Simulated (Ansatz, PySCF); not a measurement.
Reaction (SMILES): CB(C)C [trimethylborane] + 3 [H][H] (H2) → B (BH3) + 3 C (CH4)
Geometries: B3LYP-D3(BJ)/def2-TZVP minima from Ansatz (a first-principles code). Frequencies are from Ansatz or PySCF.

Quantity: energy of full hydrogenation (enthalpy at 298 K, with B3LYP-D3(BJ) rigid-rotor harmonic-oscillator terms), in kcal/mol. Correlated levels leave the core frozen unless marked. Spin-orbit coupling is left out. Non-relativistic unless marked X2C. CBS(X,Y): correlation extrapolated as X^-3; Hartree-Fock from the larger set. [CCSD(T)-MP2]/basis is that difference in the basis named.

```json
[
 {"level": "HF/STO-3G", "program": "Ansatz", "energy of full hydrogenation (kcal/mol)": "-16.6", "minus last row": "-13.8"},
 {"level": "revPBE-D3(BJ)/def2-TZVPD", "program": "Ansatz + dftd3", "energy of full hydrogenation (kcal/mol)": "2.2", "minus last row": "5.0"},
 {"level": "revPBE/def2-TZVPD", "program": "Ansatz", "energy of full hydrogenation (kcal/mol)": "-3.3", "minus last row": "-0.5"},
 {"level": "B3LYP-D4/def2-TZVPD", "program": "Ansatz + dftd4", "energy of full hydrogenation (kcal/mol)": "-3.4", "minus last row": "-0.6"},
 {"level": "PBE0/6-31G*", "program": "Ansatz", "energy of full hydrogenation (kcal/mol)": "-7.8", "minus last row": "-5.0"},
 {"level": "PBE0-D3(BJ)/def2-TZVP", "program": "Ansatz + dftd3", "energy of full hydrogenation (kcal/mol)": "-1.0", "minus last row": "1.8"},
 {"level": "PBE0-D3(BJ)/def2-TZVPD", "program": "Ansatz + dftd3", "energy of full hydrogenation (kcal/mol)": "-0.9", "minus last row": "1.9"},
 {"level": "BHLYP/def2-TZVPD", "program": "Ansatz", "energy of full hydrogenation (kcal/mol)": "-10.6", "minus last row": "-7.8"},
 {"level": "M06-2X/def2-TZVPD", "program": "PySCF", "energy of full hydrogenation (kcal/mol)": "-1.2", "minus last row": "1.6"},
 {"level": "HSE06/def2-TZVPD", "program": "Ansatz", "energy of full hydrogenation (kcal/mol)": "-3.0", "minus last row": "-0.2"},
 {"level": "CAM-B3LYP/def2-TZVPD", "program": "Ansatz", "energy of full hydrogenation (kcal/mol)": "-7.0", "minus last row": "-4.2"},
 {"level": "wB97M-V/def2-TZVPD", "program": "Ansatz", "energy of full hydrogenation (kcal/mol)": "-1.7", "minus last row": "1.1"},
 {"level": "B2GP-PLYP/def2-TZVPD", "program": "Ansatz", "energy of full hydrogenation (kcal/mol)": "-5.0", "minus last row": "-2.2"},
 {"level": "RPA@PBE/cc-pVTZ", "program": "Ansatz", "energy of full hydrogenation (kcal/mol)": "-6.0", "minus last row": "-3.2"},
 {"level": "RI-MP2/cc-pVTZ", "program": "Ansatz", "energy of full hydrogenation (kcal/mol)": "-1.9", "minus last row": "0.9"},
 {"level": "RI-MP2/cc-pVQZ", "program": "Ansatz", "energy of full hydrogenation (kcal/mol)": "-1.1", "minus last row": "1.7"},
 {"level": "SCS-MP2/6-31G*", "program": "Ansatz", "energy of full hydrogenation (kcal/mol)": "-6.2", "minus last row": "-3.4"},
 {"level": "SCS-MP2/aug-cc-pVDZ", "program": "Ansatz", "energy of full hydrogenation (kcal/mol)": "-6.7", "minus last row": "-3.9"},
 {"level": "CCSD/6-31G", "program": "Ansatz", "energy of full hydrogenation (kcal/mol)": "-2.7", "minus last row": "0.1"},
 {"level": "X2C-CCSD(T)/cc-pVTZ-DK", "program": "Ansatz", "energy of full hydrogenation (kcal/mol)": "-4.3", "minus last row": "-1.5"},
 {"level": "RI-MP2/CBS(aug-cc-pVTZ,aug-cc-pVQZ)+[CCSD(T)-MP2]/aug-cc-pVTZ", "program": "Ansatz", "energy of full hydrogenation (kcal/mol)": "-2.8", "minus last row": "0.0"}
]
```
